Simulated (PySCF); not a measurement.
Si(CCH)(F)2(H) (C2H2F2Si), SMILES C#C[SiH](F)F.

The structure is a stationary point at PBE-D3(BJ)/def2-SVP.

Method: PySCF with TDA-CAM-B3LYP/def2-SVPD.

Vertical excitations. Gas-phase values at a fixed geometry. State labels are in the subgroup Cs.

Computed lowest excited states:
| state | symmetry | energy (eV) | λ (nm) | f | main pairs |
|---|---|---|---|---|---|
| S1 | A" | 5.79 | 214 | 0.000 | HOMO→LUMO 62 %, HOMO−1→LUMO+1 31 % |
| S2 | A' | 6.04 | 205 | 0.000 | HOMO−1→LUMO 48 %, HOMO→LUMO+1 46 % |
| S3 | A" | 6.04 | 205 | 0.000 | HOMO−1→LUMO+1 62 %, HOMO→LUMO 32 % |
| S4 | A" | 8.59 | 144 | 0.009 | HOMO−2→LUMO 93 % |
| S5 | A' | 8.61 | 144 | 0.076 | HOMO→LUMO+2 91 % |
| S6 | A" | 8.64 | 144 | 0.081 | HOMO−1→LUMO+2 93 % |
| S7 | A' | 8.78 | 141 | 0.173 | HOMO−2→LUMO+1 84 % |
| S8 | A' | 9.22 | 135 | 0.451 | HOMO→LUMO+3 24 %, HOMO−1→LUMO 23 %, HOMO→LUMO+1 20 %, HOMO−1→LUMO+5 16 % |
| S9 | A" | 9.31 | 133 | 0.022 | HOMO−1→LUMO+3 53 %, HOMO−1→LUMO+4 32 %, HOMO−1→LUMO+6 10 % |
| S10 | A' | 9.31 | 133 | 0.202 | HOMO→LUMO+4 31 %, HOMO→LUMO+3 29 %, HOMO−1→LUMO 10 %, HOMO−1→LUMO+5 8 % |
| T1 | A' | 4.67 | 265 | 0 | HOMO−1→LUMO 47 %, HOMO→LUMO+1 40 % |
| T2 | A" | 5.14 | 241 | 0 | HOMO→LUMO 50 %, HOMO−1→LUMO+1 40 % |
| T3 | A' | 5.15 | 241 | 0 | HOMO→LUMO+1 47 %, HOMO−1→LUMO 42 % |
| T4 | A" | 5.79 | 214 | 0 | HOMO−1→LUMO+1 51 %, HOMO→LUMO 42 % |
Triplets are in the Tamm–Dancoff approximation.
